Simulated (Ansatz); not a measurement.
Program: Ansatz. Geometries: PBE0-D4/def2-TZVP. ΔE: electronic, gas phase. CBS: MP2 limit from def2 TZ/QZ plus the TZ coupled-cluster correction, frozen cores. DFT in def2-TZVPP. B3LYP here is the variant with VWN-RPA as its local correlation; programs differ in this. For Ga, Se outer-core shells are correlated without core-valence functions, which leaves a few kJ/mol of doubt a bond. Scalar relativity is left out up to krypton. One conformer a species, not always the lowest.

`[SH][GaH][Cl]` + `C[Se]CO` → `C[Se][GaH][Cl]` + `OCS`  (formal exchange of groups at a Ga–S bond)

| level | ΔE (kJ/mol) |
| --- | --- |
| B3LYP-D4 | 7.5 |
| B3LYP | 9.3 |

Task: What does CCSD(T)/CBS give? (An estimate is asked.)

Result: The calculation gave: +7.4 kJ/mol. The listed levels differ from it by 0.1, 1.9 kJ/mol.

Largest T1 diagnostic among the species: 0.012.

In def2-TZVPP, CCSD(T) changes the Hartree–Fock value by +5.8 kJ/mol (the triples alone add +0.9 kJ/mol) and MP2 by +6.5 kJ/mol.
